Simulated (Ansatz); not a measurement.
C4F5 (SMILES F[C]1C(F)=C(F)C1(F)F), doublet, at a GFN2-xTB geometry; WB97X-V/STO-3G run with Ansatz (a quantum-chemistry and plane-wave program).

Here is a job for Ansatz.
Ansatz 0.2 input:
```yaml
crystal:
  periodic: [false, false, false]
  atoms:
    - {symbol: F, position_ang: [-0.10508476, 2.29887463, 0.45842030]}
    - {symbol: C, position_ang: [0.06611296, 1.02363900, 0.18498420]}
    - {symbol: C, position_ang: [1.14126835, 0.20846871, -0.15352017]}
    - {symbol: F, position_ang: [2.41947565, 0.44195125, -0.32546097]}
    - {symbol: C, position_ang: [0.36797154, -0.94434736, -0.24337601]}
    - {symbol: F, position_ang: [0.58664635, -2.21091063, -0.52319859]}
    - {symbol: C, position_ang: [-0.89285418, -0.16309237, 0.12010420]}
    - {symbol: F, position_ang: [-1.50114293, -0.50648297, 1.26906905]}
    - {symbol: F, position_ang: [-1.85489344, -0.10654426, -0.81762460]}
basis:
  gaussian:
    orbitals: STO-3G
hamiltonian:
  xc: {name: wB97X-V}
magnetization: {spin_polarized: true, initial_magnetization: 1}
```

Problem. What does Ansatz print? Leave out banner, timings and long lists.

Solution. 
```
Functional definition: wB97X-V
656 factors; integrals over basis functions are off by at most 2.9e-5 eV
163 factors; integrals over basis functions are off by at most 4.0e-7 eV
mean field evaluation 1: about -17472.0358 eV, gradient 2.6e1 eV
mean field evaluation 2: about -17474.2173 eV, gradient 2.2e1 eV
mean field evaluation 4: about -17476.7209 eV, gradient 9.1e-1 eV
mean field evaluation 8: about -17476.6958 eV, gradient 4.9e-2 eV
mean field evaluation 16: about -17476.6958 eV, gradient 8.3e-5 eV
mean field -17476.69583263 eV, -642.2567257194 hartree, gradient 8.3e-5 eV, S^2 0.804382; 0 other end points of the search recorded, 0 dependent functions left out
reference -17476.69583213 eV, -642.2567257007 hartree; 35, 34 occupied and 10, 11 virtual orbitals, 656 factors
Total energy: -17476.69583213 eV, -642.2567257007 hartree
```
